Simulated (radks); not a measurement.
Numerical settings for neutral lanthanum, [Xe] 5d1 6s2. Method: Dirac Kohn-Sham, PBE, spin-unpolarised, spherical densities, finite nucleus; open shells are shared between the two j in proportion to 2j + 1; Fermi nuclear charge, rms radius 4.855 fm; computed with a radial shooting solver on a logarithmic mesh with Libxc functionals. The defaults (mesh step 0.008 in ln r, mesh end at 40 bohr or more with all orbitals vanishing there, Anderson mixing 0.5 over 9 steps, residual threshold near 1e-9 with the energy settled to 1e-9 hartree or 1e-11 of itself, here a cap of 62 iterations) give E = -8497.1319 hartree and 5d5/2 at -3.014 eV in 13 iterations. Times are rough (one thread of a shared host). Changes against that run (0 stands for a change within the tolerance of the run):

| setting | iterations | converged | E (mhartree) | e(5d5/2) (meV) | CPU (s) |
|---|---|---|---|---|---|
| mesh step in ln r 0.03 | 13 | yes | +0.0089 | 0 | 0.04 |
| mesh step in ln r 0.2 | 4 | no | diverged | - | 0.01 |
| mesh step in ln r 0.08 | 4 | no | diverged | - | 0.04 |
| mesh end (bohr) 12 | 13 | yes | +0.596 | +41.3 | 0.12 |
| mesh end (bohr) 2 | 13 | level above zero | +3.11e+04 | +1.19e+05 | 0.1 |
| residual threshold 1e-05 | 9 | yes | 0 | -0.0602 | 0.1 |
| residual threshold 1e-16 | 62 | no | 0 | 0 | 0.3 |
| mixing 0.2 | 17 | yes | 0 | 0 | 0.16 |
| linear mixing, mixing 1 | 62 | no | +2.2 | -334 | 0.72 |
| linear mixing, mixing 0.5 | 30 | yes | 0 | 0 | 0.23 |
| mixing history 3 | 16 | yes | 0 | 0 | 0.14 |
| iteration cap 5 | 5 | no | +0.00321 | +17 | 0.06 |

Settled on a wrong energy, with an occupied level pushed above zero by the early mesh end: mesh end (bohr) 2 (+31.1 hartree). Apart from these: no run marked as converged misses the energy by more than 1 mhartree. A mesh that ends early acts as a hard wall.
